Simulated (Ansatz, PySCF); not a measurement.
Pair of molecules: H2S (SMILES S) (first 3 atoms) with CHN (SMILES C#N); geometry from B3LYP-D3(BJ)/def2-TZVP, rigid monomers moved along the line of their centres of mass till H2···N5 is 2.73 Å.
(charge 0, multiplicity 1):
```xyz
6

S      0.219     0.023    -0.802
H      0.311    -0.050     0.537
H     -0.011    -1.294    -0.923
C      0.605    -0.121     4.402
N      0.504    -0.175     3.262
H      0.699    -0.070     5.463
```

Counterpoise-corrected where a basis set is named; no monomer relaxation.

Correlated levels freeze the cores. CBS: X⁻³ extrapolation of the correlation energy, Hartree–Fock from the larger set.

Run with Ansatz (Gaussian basis) for Hartree–Fock, density functionals and correlated methods; PySCF for the dispersion terms. 

PBE/def2-TZVPPD gives -7.3 kJ/mol for the interaction energy.

### Question
Where do these levels fall relative to PBE: PBE-D3(BJ)/def2-TZVPPD, r2SCAN/def2-TZVPPD, PBE0/def2-TZVPPD, wB97M-V/def2-TZVPPD, MP2/CBS(aug-cc-pV(D+d)Z, aug-cc-pV(T+d)Z), CCSD(T)/CBS(aug-cc-pV(D+d)Z, aug-cc-pV(T+d)Z).

### Answer
PBE-D3(BJ)/def2-TZVPPD -1.5; r2SCAN/def2-TZVPPD 0.6; PBE0/def2-TZVPPD 0.2; wB97M-V/def2-TZVPPD -0.2; MP2/CBS(aug-cc-pV(D+d)Z, aug-cc-pV(T+d)Z) -1.5; CCSD(T)/CBS(aug-cc-pV(D+d)Z, aug-cc-pV(T+d)Z) -0.9 kJ/mol. 2 of 6 lie above PBE; the widest gap is to PBE-D3(BJ)/def2-TZVPPD.

Ansatz is a quantum-chemistry and plane-wave program.
